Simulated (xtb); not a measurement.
xtb input:

```bash
xtb mol.xyz --gfn 2 --ohess tight --chrg -1 --uhf 0
```
mol.xyz:
```
3

B      0.02477389     0.03171857    -0.01063578
N     -1.22249627    -0.01889296    -0.05064640
H      1.14308393     0.01443854     0.00333049
```

Q: What final total energy does it print?

A: -4.77452 Eh (GFN2-xTB).

It need not be the lowest isomer of its formula. Whether it binds its extra electron was not tested at this geometry.
